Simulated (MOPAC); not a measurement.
A run for MOPAC: PM3 on FGeH (SMILES [F][GeH]), a point of a bond scan (R = 2.125 Å).

```
PM3 1SCF PRECISE CHARGE=0 THREADS=1
FGeH

Ge    -0.11370409 1    -0.22690637 1     0.28076938 1
H     -0.98451576 1    -1.05346065 1    -0.79917524 1
F      0.63914706 1     1.15397654 1    -1.14754656 1
```

Output:

```
*******************************************************************************
 **                                                                           **
 **                              MOPAC v23.2.5                                **
 **                                                                           **
 *******************************************************************************
 ** MOPAC's Digital Object Identifier: https://doi.org/10.5281/zenodo.6511958 **
 **                                                                           **
 ** Please cite the open-source release paper for use of this MOPAC version:  **
 ** J. E. Moussa and J. J. P. Stewart (2026)                                  **
 ** MOPAC: An open-source semiempirical molecular orbital program             **
 ** J. Open Source Softw., 11(119), 8025, https://doi.org/10.21105/joss.08025 **
 *******************************************************************************

                              PM3 CALCULATION RESULTS

 *******************************************************************************
 *  PM3        - The PM3 Hamiltonian to be used
 *
 *
 *
 *                 CHARGE ON SYSTEM = 0
 *
 *
 *
 *  PRECISE    - TIGHTER CRITERIA TO BE USED
 *  1SCF       - DO 1 SCF AND THEN STOP
 *  THREADS=1  - MULTI-THREADING NOT USED
 *  T=         - A TIME OF 172800.0 SECONDS REQUESTED
 *  DUMP=N     - RESTART FILE WRITTEN EVERY 7200.0 SECONDS REQUESTED
 *******************************************************************************
PM3 1SCF PRECISE CHARGE=0 THREADS=1
 FGeH

   ATOM   CHEMICAL          X               Y               Z
  NUMBER   SYMBOL      (ANGSTROMS)     (ANGSTROMS)     (ANGSTROMS)

     1      Ge         -0.11370409  *  -0.22690637  *   0.28076938  *
     2       H         -0.98451576  *  -1.05346065  *  -0.79917524  *
     3       F          0.63914706  *   1.15397654  *  -1.14754656  *



          CARTESIAN COORDINATES

    NO.       ATOM           X           Y           Z

     1        Ge         -0.1137     -0.2269      0.2808
     2         H         -0.9845     -1.0535     -0.7992
     3         F          0.6391      1.1540     -1.1475

  H: (PM3): J. J. P. STEWART, J. COMP. CHEM. 10, 209 (1989).
  F: (PM3): J. J. P. STEWART, J. COMP. CHEM. 10, 209 (1989).
 Ge: (PM3): J. J. P. STEWART, J. COMP. CHEM. 12, 320-341 (1991).

           Empirical Formula: H Ge F  =     3 atoms



      MOLECULAR POINT GROUP   :   Cs


      RHF CALCULATION, NO. OF DOUBLY OCCUPIED LEVELS = 6


 -------------------------------------------------------------------------------
 PM3 1SCF PRECISE CHARGE=0 THREADS=1
 FGeH



     1SCF WAS SPECIFIED, SO BFGS WAS NOT USED
     SCF FIELD WAS ACHIEVED


                              PM3 CALCULATION
                                                       MOPAC v23.2.5 Linux




          FINAL HEAT OF FORMATION =         36.79133 KCAL/MOL =     153.93491 KJ/MOL


          COSMO AREA              =         87.88 SQUARE ANGSTROMS
          COSMO VOLUME            =         73.78 CUBIC ANGSTROMS

          IONIZATION POTENTIAL    =         10.343911 EV
          HOMO LUMO ENERGIES (EV) =        -10.344 -3.162
          NO. OF FILLED LEVELS    =          6
          MOLECULAR WEIGHT        =         92.5963         POINT GROUP:  Cs

          MOLECULAR DIMENSIONS (Angstroms)

            Atom       Atom       Distance
            F     3    H     2     2.76232
            H     2   Ge     1     1.23860
            F     3    H     2     0.00000


          SCF CALCULATIONS        =          1





   ATOM   CHEMICAL          X               Y               Z
  NUMBER   SYMBOL      (ANGSTROMS)     (ANGSTROMS)     (ANGSTROMS)

     1      Ge         -0.11370409  *  -0.22690637  *   0.28076938  *
     2       H         -0.98451576  *  -1.05346065  *  -0.79917524  *
     3       F          0.63914706  *   1.15397654  *  -1.14754656  *

                             CARTESIAN COORDINATES

   1   Ge       -0.113704090    -0.226906370     0.280769380
   2    H       -0.984515760    -1.053460650    -0.799175240
   3    F        0.639147060     1.153976540    -1.147546560


           Empirical Formula: H Ge F  =     3 atoms



      MOLECULAR POINT GROUP   :   Cs


                  EIGENVALUES
 -18.57691 -15.09055 -14.81197 -14.59885 -12.94330 -10.34391  -3.16245  -1.62807
   2.75921


              NET ATOMIC CHARGES AND DIPOLE CONTRIBUTIONS

  ATOM NO.   TYPE          CHARGE      No. of ELECS.   s-Pop       p-Pop
    1         Ge           0.200651        3.7993     0.19886     3.60049
    2          H           0.079343        0.9207     0.92066
    3          F          -0.279994        7.2800     1.80191     5.47808
 DIPOLE           X         Y         Z       TOTAL
 POINT-CHG.    -1.344    -2.172     1.509     2.967
 HYBRID         0.632     0.169     2.308     2.399
 SUM           -0.713    -2.003     3.818     4.370


          ATOMIC ORBITAL ELECTRON POPULATIONS

     Atom    s        px        py        pz
    1 Ge   0.19886   1.62202   1.32955   0.64891
    2  H   0.92066
    3  F   1.80191   1.92949   1.77731   1.77128

 **********************
 *                    *
 * JOB ENDED NORMALLY *
 *                    *
 **********************




 == MOPAC DONE ==
```

The run finished.

Cost: around 0.020 core-seconds (rough).
